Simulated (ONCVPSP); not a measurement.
Before and after: ONCV potential for Ho (Z = 67)

```json
{"Element": "holmium (Ho)", "Generator": "ONCVPSP 4.0.1", "Type": "optimised norm-conserving Vanderbilt (ONCV)", "Functional": "PBE", "Relativity": "fully relativistic", "Frozen core": "[Kr] 4d10 4f10", "Valence charge": "11", "Reference configuration": "5s2 5p6 5d1 6s2", "Partial waves": "5s+6s: rc 2.40 bohr, ncon 4, nbas 8, qcut 4.8 1/bohr, 2 projectors; 5p: rc 1.70 bohr, ncon 4, nbas 8, qcut 5 1/bohr, 2 projectors, debl 3.6 Ha; 5d: rc 2.65 bohr, ncon 4, nbas 9, qcut 6.3 1/bohr, 2 projectors, debl 0.4 Ha", "Local potential": "polynomial inside 1.20 bohr (lpopt 5, dvloc0 0 Ha)", "Core correction": "polynomial model core, fcfact 0.75"}
```

Open shells are filled in proportion to 2j + 1.

Change: local potential polynomial inside 1.30 bohr (lpopt 1, dvloc0 0 Ha).

Cutoffs: the cutoffs (Ha) at which the residual kinetic energy of the hardest occupied pseudo-wave falls to 1 and 0.1 mHa per electron; they do not see the model core or the augmentation charge, which bear on the density cutoff. Errors are all-electron minus pseudo energies relative to the spin-unpolarised reference configuration.

Q: How do hardness, ghosts and transferability respond?

A: The potential gets neither clearly harder nor softer (21 Ha and 66 Ha → 21 Ha and 66 Ha); the lowest positive-energy flag moves from s at 8.7 eV to s at 72.2 eV; the errors of the 3 common tests hardly move; the range in which the s phases agree widens (upper end 0.2 → 2.3); neither file shows a bound ghost.

| quantity | base | changed |
| --- | --- | --- |
| cutoff, loose | 21 Ha | 21 Ha |
| cutoff, tight | 66 Ha | 66 Ha |
| bound ghosts | none | none |
| GHOST(+) flags under 300 eV | s at 8.7 eV, p1/2 at 235.9 eV | s at 72.2 eV |
| tests counted as reliable (solved cleanly; for ONCVPSP, near-neutral configurations with less than one 5d electron left out) | 3 of 4 | 3 of 4 |
| error for 5s2 5p6 5d1 6s1, meV [ΔE 6.94 eV] | -3.0 | -3.2 |
| error for 5s2 5p6 5d1 6s0, meV [ΔE 19.54 eV] | -25 | -26 |
| error for 5s2 5p6 5d1 6s1 6p1, meV [ΔE 3.08 eV] | -1.3 | -1.5 |
| s: phases at 2.43 bohr within 0.05 rad from the reference energy up to (Ha; the scan ends near 5) | 0.2 | 2.3 |
| p3/2: phases at 1.73 bohr within 0.05 rad from the reference energy up to (Ha; the scan ends near 5) | 4.4 | to the end of the scan |
| p1/2: phases at 1.73 bohr within 0.05 rad from the reference energy up to (Ha; the scan ends near 5) | to the end of the scan | to the end of the scan |
| d5/2: phases at 2.69 bohr within 0.05 rad from the reference energy up to (Ha; the scan ends near 5) | 4.9 | to the end of the scan |
| d3/2: phases at 2.69 bohr within 0.05 rad from the reference energy up to (Ha; the scan ends near 5) | 4.9 | to the end of the scan |
| rms error of d²Exc/dni dnj with the model core, mHa | 1.59 | 1.60 |
